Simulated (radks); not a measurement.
Results of a calculation; reference values are marked as such.
Species: Ti III. Configuration: [Ar] 3d2 (the NIST ground configuration).

Level of theory: non-relativistic Kohn-Sham, LDA (Slater exchange, VWN5 correlation), spin-unpolarised, spherical densities, point nucleus (a radial shooting solver on a logarithmic mesh with Libxc functionals).

Energy parts (eV):
part                      energy
total                 -23034.433
kinetic                23001.954
electron-nucleus      -54295.354
Hartree                 9333.176
exchange-correlation   -1074.208

Orbitals (lengths in bohr, moments of r in powers of bohr; r(max) is where P^2 peaks; r(90%) holds 90 % of the orbital's charge):
orbital  occ.  eigenvalue (eV)  r(90%)   r(max)      <r^4>
1s          2        -4840.196   0.125  0.04623  0.0001126
2s          2        -545.3878   0.510   0.2719    0.02862
2p          6        -459.0886   0.479   0.2204    0.02254
3s          2         -77.3942    1.52   0.8759      2.299
3p          6         -54.6501    1.68   0.9028      3.373
3d          2         -20.0565    2.42   0.9636      15.15

The highest occupied level is 3d at -20.057 eV. The electron density at the nucleus is 7097 e/bohr^3. Summed over all electrons, <r^2> = 16.75 bohr^2, which gives a Langevin (diamagnetic) susceptibility term of -13.3 x 10^-6 cm^3/mol. The density falls to 0.001 e/bohr^3 at r = 3.14 bohr.
